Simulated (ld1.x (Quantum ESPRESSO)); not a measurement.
## rubidium (Rb): one change to a TM potential, before and after

```json
{
  "Element": "rubidium",
  "Generator": "ld1.x (Quantum ESPRESSO) 7.5",
  "Type": "norm-conserving Troullier–Martins (Kleinman–Bylander form)",
  "Functional": "PBE",
  "Relativity": "non-relativistic",
  "Frozen core": "[Ar] 3d10",
  "Valence charge": "9",
  "Reference configuration": "4s2 4p6 5s1 5p0",
  "Partial waves": "4s (bound): rc 1.85 bohr; 4p (bound): rc 2.25 bohr; 4d channel at -0.15 Ry: rc 2.05 bohr",
  "Local potential": "the d channel",
  "Core correction": "none"
}
```

Occupied shells without a wave of their own: 5s. They enter only through the test configuration that unscreens the potential.

Change: wave 4s (bound): rc 1.85 bohr becomes 4s (bound): rc 2.78 bohr.

Cutoffs: the cutoffs (Ry, on a coarse ladder) from which the occupation-weighted sum of valence levels, in a spherical-Bessel basis at the reference potential, stays within 10 and 1 mRy of its value at 400 Ry; they do not see the model core or the augmentation charge, which bear on the density cutoff. Errors are all-electron minus pseudo energies relative to the spin-unpolarised reference configuration.

What does the change do?

The potential gets softer (35 Ry and 50 Ry → 15 Ry and 30 Ry); of the 5 tests that both files solve, the error grows in 5 and shrinks in 0 by more than 15 % and 0.3 meV (median size 6.2 → 88.9 meV); neither file shows a bound ghost. A larger radius leaves more room for a smooth pseudo-wave, so fewer plane waves are needed. More of the atom is replaced by a form fitted at one configuration, so other configurations suffer.

```tsv
quantity	base	changed
cutoff, loose	35 Ry	15 Ry
cutoff, tight	50 Ry	30 Ry
loose cutoff by channel (10 mRy a level)	s 21 Ry, p 12 Ry	s 6 Ry, p 12 Ry
bound ghosts	none	none
largest miss of a reference level, eV	0.01	0.13
error for 4s2 4p6 5s0 5p0, meV [ΔE 4.08 eV]	+9.9	-232
error for 4s2 4p6 5s0.5 5p0, meV [ΔE 1.55 eV]	+3.8	-87
error for 4s2 4p6 5s0 5p1, meV [ΔE 1.45 eV]	+6.2	-153
error for 4s1 4p6 5s1 5p0, meV [ΔE 36.58 eV]	-2.0	-28
error for 4s2 4p5 5s1 5p0, meV [ΔE 21.20 eV]	-6.2	+89
```

Changed file: The 5s level has no wave, so the channel is fitted at the deeper level alone: the likely source of the large errors.
